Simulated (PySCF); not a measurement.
CaPb⁺ at PBE0

Level: PBE0. PySCF, scalar-relativistic core potentials, basis sets Ca def2-SVPD, Pb def2-SVPD with ECP60.

```json
{"state": "²Π (doublet), unpaired electrons π ↑", "bond length": "3.266 Å", "harmonic wavenumber": "147 cm⁻¹", "force constant": "0.429 mdyn/Å", "rotational constant Be": "0.04713 cm⁻¹", "anharmonicity ωexe": "0.578 cm⁻¹", "vibration–rotation constant αe": "0.000220 cm⁻¹", "bond order (Mayer)": "1.22", "dipole moment (positive dipole points towards Pb; it is taken about the centre of mass and depends on that origin)": "-10.98 D"}
```

Spin–orbit coupling is left out, which matters for elements this heavy, above all for dissociation energies. The state was picked by a PBE0 search and need not be the measured ground state.
